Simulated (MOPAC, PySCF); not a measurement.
CH2OSi, SMILES `O=C=[SiH2]`, neutral singlet in the gas phase. 

Cartesian coordinates (Å):
```xyz
5

O      2.0698     0.0438    -0.1793
C      0.9500     0.0058     0.0095
Si    -0.8041    -0.1102     0.6695
H     -1.0991    -1.1042    -0.4260
H     -1.1166     1.1648    -0.0736
```
Charge 0, multiplicity 1.

All levels are single points at this geometry (B3LYP-D3(BJ)/def2-TZVP); Pople sets use spherical d functions. Orbital energies aren't observables, and empty levels follow the basis.

```tsv
level	HOMO (eV)	LUMO (eV)	gap (eV)	dipole (D)	vertical IE, Delta-SCF (eV)
B3LYP-D3(BJ)/def2-TZVP in PySCF	-6.59	-2.13	4.46	0.41	9.03
B3LYP/3-21G in PySCF	-6.34	-1.82	4.52	1.13	–
B3LYP/6-31G* in PySCF	-6.44	-1.86	4.58	0.87	8.95
B3LYP/LANL2DZ in PySCF	-6.53	-2.16	4.37	0.68	–
BP86/6-31G* in PySCF	-5.79	-2.77	3.02	0.84	–
PBE/6-31G* in PySCF	-5.68	-2.67	3.01	0.88	8.90
SVWN5/6-31G* in PySCF	-5.78	-2.83	2.94	0.79	9.10
HF/3-21G in PySCF	-8.67	2.03	10.70	1.44	–
HF/6-31G* in PySCF	-8.70	2.10	10.79	1.30	7.78
AM1 in MOPAC	-7.78	-0.89	6.89	2.10	–
PM3 in MOPAC	-8.04	-1.15	6.90	3.28	–
PM6 in MOPAC	-7.84	-1.30	6.54	1.42	–
PM7 in MOPAC	-8.44	-0.80	7.64	2.65	–
```
